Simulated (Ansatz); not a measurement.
Molecule: sum formula BNH$_{5}$, net charge 0, doublet state. It need not be the lowest isomer of its formula. SMILES: [BH2-][NH3+]
Geometry: optimised at B3LYP-D3(BJ)/def2-TZVP (Ansatz, a program for electronic structure).

Computed values are from Ansatz. Correlated levels leave the core frozen unless marked. Open shells are spin-unrestricted. Spin-orbit coupling is left out. No relativistic terms. CBS(X,Y): correlation extrapolated as X^-3; Hartree-Fock from the larger set. The bracket is a focal-point correction in the basis named.

```yaml
atomisation energy De: 503.3 kcal/mol at RI-MP2/CBS(aug-cc-pVTZ,aug-cc-pVQZ)+[CCSD(T)-MP2]/aug-cc-pVTZ
total_energy: -82.4379 Eh at RI-MP2/CBS(aug-cc-pVTZ,aug-cc-pVQZ)+[CCSD(T)-MP2]/aug-cc-pVTZ
dipole_moment: 5.56 D at CCSD(T)/aug-cc-pVDZ
T1 diagnostic: 0.010 at CCSD/aug-cc-pVTZ
```
